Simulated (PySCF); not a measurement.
C2BrCl2F, SMILES FC(Br)=C(Cl)Cl. Geometry optimised at PBE-D3(BJ)/def2-SVP.

Computed equilibrium geometry at PBE-D3(BJ)/def2-SVP (PySCF confirms it by a frequency run) as a Z-matrix, and its point group:
point group Cs.
```
C
C 1 1.3584
F 2 1.3290 1 121.17
Cl 1 1.7219 2 123.05 3 180.00
Cl 1 1.7291 2 119.74 3 0.00
Br 2 1.8768 3 114.45 1 180.00
```
Charge 0, spin multiplicity 1.
